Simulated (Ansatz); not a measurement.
Basis sets compared for the cluster Y₃O₃⁺. The state is a singlet with charge 1. Geometry r2SCAN-D4/def2-SVP. Ansatz on 4 threads of Arm Neoverse V1 on a shared host; times are rough, and most runs start from earlier orbitals.

```csv
atom,x (Å),y (Å),z (Å)
Y1,-1.232,-1.503,-0.350
Y2,-0.766,1.654,0.760
Y3,1.868,-0.438,0.462
O4,-1.798,0.425,-0.454
O5,0.740,-1.588,-0.744
O6,1.188,1.450,0.325
```

In the def2 sets Y takes a core potential; there is no spin–orbit coupling. The restricted singlet is unstable towards broken spin symmetry in Hartree–Fock (as tested in another run); at PBE-D4/def2-SVP, PBE-D4/def2-TZVP, PBE0-D4/def2-SVP, PBE0-D4/def2-TZVP this wasn't settled. No other spin state of charge 1 was run. Another isomer (singlet) lies 0.22 eV lower at PBE0-D4/def2-TZVP; other spin states weren't run for this one.

| level | functions | energy (Eh) | HOMO (eV) | LUMO (eV) | wall time |
| --- | --- | --- | --- | --- | --- |
| PBE-D4/def2-SVP | 135 | -340.3942 | -7.26 | -5.83 | 2.3 s |
| PBE0-D4/def2-SVP | 135 | -340.3183 | -7.70 | -5.21 | 2.7 s |

Problem. Estimate the rows for PBE-D4/def2-TZVP (with forces), PBE0-D4/def2-TZVP.

Solution. 
```tsv
level	functions	energy (Eh)	HOMO (eV)	LUMO (eV)	wall time
PBE-D4/def2-TZVP (with forces)	213	-340.6890	-7.24	-5.82	4.6 s
PBE0-D4/def2-TZVP	213	-340.6137	-7.67	-5.20	4.8 s
```
